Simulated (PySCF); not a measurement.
Below is a simulated gas-phase C 1s photoelectron spectrum of GeH2Me(vinyl), `[H][Ge]([H])([CH3])[CH]=C`.

Every computed line was given a Gaussian of 0.5 eV full width at half maximum and an area set by the number of equivalent atoms; the highest printed point is 100. Computed with PySCF 2.14.0, delta-SCF UKS SCAN, pcX-2 on the ionised atom, pcseg-1 elsewhere, spin-free X2C.

binding energy (eV), intensity and a bar:
```
    289.4          0 
    289.5          1 
    289.6          4 #
    289.7         11 ###
    289.8         25 #######
    289.9         47 ##############
    290.0         73 ######################
    290.1         94 ############################
    290.2        100 ##############################
    290.3         89 ###########################
    290.4         66 ####################
    290.5         42 ############
    290.6         22 ######
    290.7          9 ###
    290.8          3 #
    290.9          1 
    291.0          0
```

Question: How many maxima does the curve show, and how many computed lines lie under it?

Answer: The curve has 1 maximum (at 290.2 eV). Under it lie 3 lines from 3 inequivalent carbon sites. At this width some lines have no maximum of their own.

Question: Decompose the envelope and assign each component. Bonds: Ge1–C4, Ge1–C8, C8–C9. Hydrogens: H2, H3 on Ge1; H5, H6, H7 on C4; H10 on C8; H11, H12 on C9.

Answer: 
```csv
position (eV),relative area,line,atoms,environment
290.10,1,C 1s,C8,"carbon bonded to C, Ge and H"
290.15,1,C 1s,C4,carbon bonded to Ge and 3 H
290.32,1,C 1s,C9,carbon bonded to C and 2 H
```

Question: What are the centre and the root-mean-square width of the whole band?

Answer: The area-weighted mean of the lines is 290.19 eV. Their own spread about it is 0.09 eV (rms) and each Gaussian has σ = 0.5/2.355 = 0.21 eV; the variances add, which gives 0.23 eV.

The 3 C 1s values lie within 0.22 eV of each other; Gaussian lines of 0.5 eV full width would blend them into one maximum.

No satellites, vibrations or lifetime broadening are included. One conformer (not necessarily the lowest) at the PBE0-D3(BJ)/def2-SVP geometry, without solvent, vibrations or thermal averaging.
